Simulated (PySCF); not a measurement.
# Unknowns

How the numbers were obtained: shielding tensors at PBE0/pcSseg-1 (GIAO), structure optimised with GFN2-xTB, in PySCF 2.14 (one computed conformer, isolated molecule, non-relativistic Hamiltonian, rapidly exchanging positions averaged).

Scale: 1H (σref 31.72) and 13C (σref 186.93) vs TMS (reference shieldings calculated alike). Where no couplings were computed, multiplicities follow the n + 1 count of equivalent neighbours, and m marks all less simple cases (inequivalent or close neighbours, rings, F or P nearby). Acid and N–H amide carbonyl carbons lie up to 10 ppm further downfield in solution (hydrogen bonding). Shifts are as computed. Against solution values, carbons near 30 ppm lie about +3 ppm off and those near 130 ppm about +5 ppm (rms about the fit 2.1 ppm; single classes can miss by 10 ppm). Of 1328 compounds with measured shifts, 309 miss one by over three times the rms of a fit or turn the order of signals round; such compounds aren't used in these exercises. Signals without a measured value on file couldn't be tested in this way; 1H shifts scatter by 0.2 ppm about their fit, and single ones miss by 0.5 ppm. OH and NH positions are gas-phase values without hydrogen bonding to other molecules.

(1) C$_{5}$H$_{5}$NO$_{2}$. 1H NMR (400 MHz, computed): δ 7.54 (br s, 1H), 6.88 (br s, 1H), 4.10 (s, 3H). 13C{1H} NMR (computed): δ 169.3 (C), 153.7 (CH2), 122.4 (C), 120.1 (C), 54.9 (CH3). Give a structure.

(2) C$_{5}$H$_{5}$NO$_{2}$. 1H NMR (600 MHz, computed): δ 7.26 (br s, 1H), 6.94 (br s, 1H), 6.29 (br s, 1H), 3.47 (s, 2H). 13C{1H} NMR (computed): δ 170.4 (C), 141.3 (CH2), 138.8 (C), 122.9 (C), 19.1 (CH2). What is it?

## Answers

(1) `O=C(C(=C)C#N)OC`. Rings plus π bonds: 4 (no ring in the answer). 5 carbon signals for 5 carbons: no two carbons are equivalent. Carbon types of the structure: 3 × C, 1 × CH2, 1 × CH3, which accounts for all hydrogens. δC 169.3: ester carbonyl carbon; it is a carbonyl in resonance with an O or N lone pair, the region of acids, esters and amides. δC 153.7: β carbon of a C=C–C=O unit; conjugation with the carbonyl draws π density from the β position. δC 122.4: α carbon of a C=C–C=O unit; an sp2 carbon of a C=C bond. δC 120.1: nitrile carbon; this is the usual window of a C≡N carbon, which has no attached hydrogen.

The shifts were computed for this structure.

(2) SMILES C(C(=C)CC#N)(=O)O. Rings plus π bonds: 4 (no ring in the answer). 5 carbon signals for 5 carbons: no two carbons are equivalent. Carbon types of the structure: 3 × C, 2 × CH2, leaving 1 H on heteroatoms. δC 170.4: carboxylic acid carbon; it is a carbonyl in resonance with an O or N lone pair, the region of acids, esters and amides. δC 141.3: β carbon of a C=C–C=O unit; conjugation with the carbonyl draws π density from the β position. δC 138.8: α carbon of a C=C–C=O unit; an sp2 carbon of a C=C bond. δC 122.9: nitrile carbon; this is the usual window of a C≡N carbon, which has no attached hydrogen.

The data come from this structure; uniqueness wasn't tested.
